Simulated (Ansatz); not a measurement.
`CC[Si]F`, relaxed with RKS PBE-D4/def2-SVP in Ansatz 0.2.0 from a rough embedded geometry. The force threshold is 0.03 eV/Å; the program also tests the step.

The species carries charge 0 and has multiplicity 1.

Start:

```xyz
9

C     0.228    0.383    0.825
C     0.014    0.309   -0.627
Si   -1.149   -1.031   -1.142
F    -0.638   -2.435   -0.722
H     0.694   -0.543    1.269
H     0.976    1.224    1.094
H    -0.678    0.617    1.421
H     0.926    0.156   -1.126
H    -0.372    1.320   -0.993
```

| step | energy (eV) | largest force (eV/Å) | largest move (Å) |
| --- | --- | --- | --- |
| 1 | -12733.9116 | 3.664 | 0.000 |
| 2 | -12734.4361 | 1.543 | 0.119 |
| 3 | -12734.5489 | 0.312 | 0.193 |
| 4 | -12734.5550 | 0.277 | 0.070 |
| 5 | -12734.5627 | 0.190 | 0.063 |
| 6 | -12734.5691 | 0.312 | 0.099 |
| 7 | -12734.5698 | 0.229 | 0.200 |
| 8 (rejected) | -12734.5530 | 0.525 | 0.117 |
| 9 | -12734.5816 | 0.071 | 0.056 |
| 10 | -12734.5821 | 0.055 | 0.018 |
| 11 (rejected) | -12734.5819 | 0.069 | 0.013 |
| 12 | -12734.5823 | 0.026 | 0.006 |

End:

```xyz
9

C     0.279    0.338    0.845
C     0.001    0.357   -0.662
Si   -0.981   -1.092   -1.446
F    -0.814   -2.216   -0.230
H     0.723   -0.629    1.157
H     0.970    1.148    1.156
H    -0.657    0.462    1.427
H     0.957    0.324   -1.249
H    -0.475    1.308   -0.998
```

Hardware: 2 threads of a server CPU on a shared host. Wall time 9.5 s, peak host memory 0.14 GiB.
